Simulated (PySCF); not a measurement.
CdCl2, charge -1, doublet, at a GFN2-xTB geometry (such geometries of metal compounds can be far from the true shape) (a state made from the parent by changing its charge; the spin is typed, not shown lowest) (core potentials on Cd) (in this run its highest filled SCF level lies above zero, so its values depend strongly on the basis, on diffuse functions most of all). Base run: PySCF with BLYP/def2-SVP.

PySCF was given this input:
```python
from pyscf import gto, scf, dft

mol = gto.Mole()
mol.atom = '''
    Cd   -0.475143    0.219844   -0.375642
    Cl    2.110037    0.109058   -1.044692
    Cl   -0.768457   -0.729794    2.105328
'''
mol.basis = 'def2-svp'
mol.ecp = {'Cd': 'def2-svp'}
mol.charge = -1
mol.spin = 1
mol.verbose = 3
mol.build()

mf = dft.UKS(mol)
mf.xc = 'blyp'
mf.kernel()
```

The base run was repeated with changes; each row names its change, and settings that it needs were set with it.

```json
[
 {"change": "base", "ΔE vs base (mEh)": "0.000", "grid points": "60152", "electrons on the grid": "55.00000"},
 {"change": "grids.level = 7", "ΔE vs base (mEh)": "0.004", "grid points": "264288", "electrons on the grid": "55.00000"},
 {"change": "grids.radi_method = delley", "ΔE vs base (mEh)": "0.002", "grid points": "59256", "electrons on the grid": "55.00000"},
 {"change": "grids.level = 4", "ΔE vs base (mEh)": "0.004", "grid points": "90240", "electrons on the grid": "55.00000"},
 {"change": "grids.atom_grid = (30, 110)", "ΔE vs base (mEh)": "0.354", "grid points": "7272", "electrons on the grid": "54.99948"},
 {"change": "grids.level = 0", "ΔE vs base (mEh)": "116.6", "grid points": "6096", "electrons on the grid": "54.98556"},
 {"change": "grids.atom_grid = (150, 974)", "ΔE vs base (mEh)": "0.003", "grid points": "221544", "electrons on the grid": "55.00000"},
 {"change": "grids.level = 1", "ΔE vs base (mEh)": "0.068", "grid points": "20840", "electrons on the grid": "54.99995"},
 {"change": "small_rho_cutoff = 0", "ΔE vs base (mEh)": "0.000", "grid points": "60152", "electrons on the grid": "55.00000"},
 {"change": "grids.atom_grid = (99, 590)", "ΔE vs base (mEh)": "0.004", "grid points": "89208", "electrons on the grid": "55.00000"},
 {"change": "grids.prune = dft.gen_grid.treutler_prune", "ΔE vs base (mEh)": "0.000", "grid points": "58920", "electrons on the grid": "55.00000"}
]
```

Open shells are given as the SCF converged; they aren't shown to be the lowest states, and a large step between rows can be another state.
